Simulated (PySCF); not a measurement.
**Zr²⁺ (zirconium, charge +2) across methods**

[Kr] 4d1 5s1, high-spin 3D determinant (an excited configuration). Computed with PySCF 2.14 in aug-cc-pVTZ-PP with ECP28MDF (6s6p5d3f2g, 88 functions), with scalar relativity through the core potential.

```json
{"method": "PBE", "E (hartree)": "-45.9470", "mean ε 4p β (eV)": "-49.705", "mean ε 4d α (eV)": "-20.492", "mean ε 5s α (eV)": "-17.998", "Σ⟨r²⟩ (bohr²)": "31.07", "⟨S²⟩": "2.001"}
{"method": "PBE0", "E (hartree)": "-45.9395", "mean ε 4p β (eV)": "-51.901", "mean ε 4d α (eV)": "-21.902", "mean ε 5s α (eV)": "-18.661", "Σ⟨r²⟩ (bohr²)": "31.12", "⟨S²⟩": "2.001"}
{"method": "UHF", "E (hartree)": "-45.57883", "mean ε 4p β (eV)": "-57.312", "mean ε 4d α (eV)": "-25.436", "mean ε 5s α (eV)": "-20.172", "Σ⟨r²⟩ (bohr²)": "31.66", "⟨S²⟩": "2.003"}
{"method": "wB97X", "E (hartree)": "-45.9375", "mean ε 4p β (eV)": "-54.536", "mean ε 4d α (eV)": "-24.012", "mean ε 5s α (eV)": "-20.315", "Σ⟨r²⟩ (bohr²)": "31.07", "⟨S²⟩": "2.001"}
{"method": "wB97M-V", "E (hartree)": "-45.8773", "mean ε 4p β (eV)": "-54.495", "mean ε 4d α (eV)": "-24.085", "mean ε 5s α (eV)": "-20.438", "Σ⟨r²⟩ (bohr²)": "31.26", "⟨S²⟩": "2.001"}
{"method": "r2SCANh", "E (hartree)": "-45.9563", "mean ε 4p β (eV)": "-51.298", "mean ε 4d α (eV)": "-21.349", "mean ε 5s α (eV)": "-18.396", "Σ⟨r²⟩ (bohr²)": "31.12", "⟨S²⟩": "2.002"}
{"method": "r2SCAN", "E (hartree)": "-45.9654", "mean ε 4p β (eV)": "-50.543", "mean ε 4d α (eV)": "-20.828", "mean ε 5s α (eV)": "-18.129", "Σ⟨r²⟩ (bohr²)": "31.11", "⟨S²⟩": "2.001"}
{"method": "LDA", "E (hartree)": "-45.8017", "mean ε 4p β (eV)": "-49.620", "mean ε 4d α (eV)": "-20.303", "mean ε 5s α (eV)": "-18.254", "Σ⟨r²⟩ (bohr²)": "31.11", "⟨S²⟩": "2.000"}
```

(1) Estimate the same row for B3LYP.

Energies and moments cover only the electrons outside the core potential.

## Answers

(1) E (hartree) = -45.9654; mean ε 4p β (eV) = -51.503; mean ε 4d α (eV) = -21.553; mean ε 5s α (eV) = -18.609; Σ⟨r²⟩ (bohr²) = 31.06; ⟨S²⟩ = 2.001.
